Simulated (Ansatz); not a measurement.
The lowest singlet and triplet of CF2 (SMILES F[C]F); geometries from B3LYP-D3(BJ)/def2-TZVP, each state relaxed from the structure named, with no frequency check.
Singlet (charge 0, multiplicity 1):
```xyz
3

F     -1.0322    -0.2001     0.0000
C     -0.0006     0.5969     0.0000
F      1.0326    -0.1978     0.0000
```

A positive gap puts the triplet lower; no zero-point energy. R- takes a restricted singlet. U- takes an unrestricted singlet (broken symmetry where lower, unprojected). The triplet is unrestricted in single-reference levels. Active spaces average the two states.

Cores are frozen in the correlated methods.

Programs: Ansatz (a quantum-chemistry and plane-wave program). Each number belongs to the level named beside it.

| level | gap E(singlet) − E(triplet), vertical, at the singlet's geometry (eV) |
|---|---|
| R-wB97X-V/def2-TZVPP | -2.747 |
| U-wB97X-V/def2-TZVPP | -2.747 |
| U-SCS-MP2/cc-pVTZ (spin-contaminated) | -2.656 |
| U-CCSD/cc-pVDZ (spin-contaminated) | -2.641 |
| U-CCSD(T)/cc-pVDZ (spin-contaminated) | -2.734 |
| SA-CASSCF(2,2)/cc-pVDZ | (withheld) |
| SC-NEVPT2 on SA-CASSCF(2,2)/cc-pVQZ | -2.636 |
| FIC-MRCISD+Q on SA-CASSCF(2,2)/cc-pVDZ | -2.692 |
| FIC-MRCISD+Q on SA-CASSCF(2,2)/cc-pVQZ | -2.685 |

### Question
What belongs in the gaps?

### Answer

- SA-CASSCF(2,2)/cc-pVDZ, gap E(singlet) − E(triplet), vertical, at the singlet's geometry (eV): -2.197
